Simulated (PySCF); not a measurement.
## Computed NMR parameters against published values

Atom-mapped SMILES (the numbers label the heavy atoms): `[CH3:1][CH:2]([CH3:3])[S:4](=[O:5])(=[O:6])[Cl:7]`; H(Xn) means a hydrogen on atom n.

Computed data (PySCF 2.14.0 with density-fitted response routines): geometry from PBE0-D3(BJ)/def2-SVP, shieldings: GIAO KT2/pcSseg-2. No relativistic terms, gas phase, rapidly exchanging positions averaged, a single conformation.

Reference values: measured (solution, not stated per compound (mostly CDCl3 or CCl4); Pretsch, Buehlmann, Badertscher, Structure Determination of Organic Compounds, 4th ed. (2009)).
```tsv
atoms	quantity	reference	computed	computed, scaled
C2	δ ¹³C	67.6	75.9	74.8
C1/C3	δ ¹³C	17.1	19.3	15.8
```

Computed shifts are σ(ref) − σ with the named reference compound (TMS for H and C) calculated as an isolated molecule at the same level. The measured values may be among those fitted. Shieldings were converted by linear fits to measured shifts (mostly CDCl3, TMS scale, for H and C): ¹³C (scatter 2.6 ppm rms, 3.3 ppm with the 1 outlier that the fit left out). Occasional misses reach two or three times the rms, and more in compound classes unlike the fitted ones.

Problem. How far are the unscaled ¹³C shifts from the references?

Solution. Mean signed difference +5.25 ppm, mean absolute 5.25 ppm over 2 comparisons; the largest is +8.3 ppm at C2 (sp3 CH bonded to S).
